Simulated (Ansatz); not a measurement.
Ansatz (a program for electronic structure) input (PBE0/def2-TZVPD):

Ansatz 0.2 input:
```yaml
crystal:
  periodic: [false, false, false]
  atoms:
    - {symbol: Y, position_ang: [-0.00000000, 0.00000000, -0.00000000]}
    - {symbol: F, position_ang: [-1.70518242, -1.06083009, 0.07106444]}
    - {symbol: F, position_ang: [-0.00203675, 1.85472174, -0.77334392]}
    - {symbol: F, position_ang: [1.70721917, -0.79389166, 0.70227948]}
basis:
  gaussian:
    orbitals: def2-TZVPD
hamiltonian:
  xc: {name: PBE0}
magnetization: {spin_polarized: true, initial_magnetization: 2}
```

End of the output:

```
integrals: 0.07 GiB planned
973 factors; their error is unknown
mean field: 0.78 GiB planned
mean field evaluation 1: about -9186.4866 eV, gradient 3.2e1 eV
mean field evaluation 2: about -9181.1927 eV, gradient 5.5e1 eV
mean field evaluation 4: about -9189.3152 eV, gradient 9.9e0 eV
mean field evaluation 8: about -9189.6694 eV, gradient 4.8e-1 eV
mean field evaluation 16: about -9189.7145 eV, gradient 3.4e-3 eV
mean field evaluation 32: about -9189.7145 eV, gradient 7.9e-6 eV
mean field evaluation 64: about -9189.7145 eV, gradient 1.2e-4 eV
mean field -9189.71455144 eV, -337.7157807532 hartree, gradient 2.8e-7 eV, S^2 2.009685; 5 other end points of the search recorded, 0 dependent functions left out
reference -9189.71460574 eV, -337.7157827486 hartree; 20, 18 occupied and 140, 142 virtual orbitals, 973 factors
Total energy: -9189.71460574 eV, -337.7157827486 hartree
```

This state (charge 0, triplet) is run at the relaxed geometry of the species with charge 0 and multiplicity 1, and is a spin state other than that species' own.
